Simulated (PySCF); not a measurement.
B(F)(OH)(NMe2) (C2H7BFNO), SMILES CN(C)B(F)O.

The structure is a stationary point at PBE0-D3(BJ)/def2-SVP. This is a generated structure with no PubChem entry under its InChIKey; it may be hypothetical. The values are those of a single conformer.

The numbers are results of HF/def2-TZVP in PySCF, not measurements.

Isolated molecule, no solvent.

The total energy comes out as -333.53790 hartree, the point group is Cs and the highest occupied level is -10.33 eV. The lowest empty level is 3.06 eV and the orbital gap is 13.39 eV. The dipole moment comes out as 3.56 D and the quadrupole, principal values (traceless, Buckingham form, about the centre of nuclear charge) is -6.72, 0.86, 5.86 D·Å. The mean static polarisability is 45.9 bohr³ (6.80 Å³) and the polarisability, principal values is 38.1, 48.2, 51.4 bohr³.
